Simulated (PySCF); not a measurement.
# Exercise with solution: oscillator strength and radiative lifetime

C3O3Os, SMILES [C-](->[Os](<-[C-]#[O+])<-[C-]#[O+])#[O+], multiplicity 1.

The structure is a stationary point at PBE0-D3(BJ)/def2-SVP. The spin state was assumed, not searched. The def2 effective core potentials stand for the cores of Os; spin–orbit coupling is left out.

TDDFT-PBE/def2-SVPD in PySCF puts the first singlet state with f over 0.02 at 2.95 eV (vertical), with the transition dipole (0.804, 0.208, 0.000) in atomic units.

Q: Find the oscillator strength, the wavelength and the radiative lifetime that this transition would have in vacuum if emission retraced absorption.

A: 
|μ|² = 0.6897 au, so |μ| = 2.11 D. ΔE = 2.95/27.211 = 0.1084 hartree. f = (2/3) ΔE |μ|² = 0.050 (the program prints 0.050).
λ = 1239.84/2.95 = 420 nm; ν = 23793 cm⁻¹.
Einstein's coefficient A = 0.6670 ν² f s⁻¹ (ν in cm⁻¹) = 1.9e7 s⁻¹, so τ = 1/A = 53 ns. This state is S4; the lower singlets have f = 0.004, 0.001, 0.002. The figure is the radiative limit of this one transition; relaxation, internal conversion, crossing to triplets and a medium change what is measured.
